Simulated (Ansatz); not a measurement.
CH3BClNO, SMILES `ClB1NCO1`. Total charge 0; spin multiplicity 1. The structure was optimised at the PBE0-D4/def2-TZVP level.

```xyz
8

Cl   -2.561    1.055   -0.230
B    -1.005    0.298   -0.064
N     0.302    0.747    0.196
C     0.682   -0.643    0.041
O    -0.684   -1.050   -0.151
H     0.875    1.565    0.115
H     1.285   -0.865   -0.843
H     1.106   -1.107    0.936
```

Q: What is the dipole moment at PBE/def2-TZVPP? (An estimate is asked.)

A: Ansatz gave: 3.04 D, with components (2.92, 0.84, 0.04) D in this frame, pointing from negative to positive charge.

Q: And with r2SCAN, B3LYP, ωB97M-V? (An estimate is asked.)

A: Ansatz gave: r2SCAN 3.08 D, B3LYP 3.09 D, ωB97M-V 3.07 D.

Q: Give the Mulliken charges with PBE, r2SCAN, ωB97M-V in def2-TZVPP. (Best estimate.)

A: Ansatz gave: 
```csv
atom,PBE,r2SCAN,ωB97M-V
Cl1,-0.15,-0.15,-0.13
B2,0.26,0.35,0.33
N3,-0.28,-0.36,-0.30
C4,0.10,0.25,0.09
O5,-0.29,-0.38,-0.35
H6,0.17,0.16,0.13
H7,0.10,0.06,0.12
H8,0.10,0.06,0.12
```

B3LYP here is the variant with VWN-RPA as its local correlation; programs differ in this.
